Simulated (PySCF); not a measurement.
# Exercise with solution: chemical shift, span and skew from a shielding tensor

1-chloro-4,4,4-trifluorobuta-1,2-diene (C4H2ClF3), SMILES C(Cl)=C=CC(F)(F)F. Atoms are numbered in the order given.

```xyz
10

F     -2.4827    -0.3461     0.4352
C     -1.6226     0.3074    -0.3504
F     -2.3067     0.7261    -1.4197
F     -1.1944     1.3783     0.3082
C     -0.4997    -0.5971    -0.7677
C      0.7563    -0.3463    -0.5078
C      2.0137    -0.0882    -0.2656
Cl     2.8319    -0.6160     1.1595
H     -0.8064    -1.4971    -1.3137
H      2.6317     0.4884    -0.9603
```
Charge 0, spin multiplicity 1.

Geometry: PBE0-D3(BJ)/def2-SVP.

GIAO shieldings from B3LYP/pcSseg-1 in PySCF, non-relativistic, no solvent. The symmetric part of the tensor of C7 has the principal values -6.1, 83.6, 133.7 ppm. The same nucleus in TMS has σ = 181.3 ppm at this level (PySCF, at its B3LYP-D3(BJ)/def2-TZVP geometry). Without spin–orbit terms, shifts of atoms bonded to Cl or Br come out too high.

Task: Work out the isotropic shielding, the ¹³C shift against TMS, the span and the skew.

Result: 
σ(iso) = (σ11 + σ22 + σ33)/3 = 70.4 ppm. δ = σ(ref) − σ(iso) = 181.3 − (70.4) = 110.9 ppm.
Span Ω = σ33 − σ11 = 139.8 ppm. Skew κ = 3(σ(iso) − σ22)/Ω = -0.28. Tumbling in solution averages the tensor to δ; in a static solid the shielding alone would spread this spin-1/2 line over Ω.
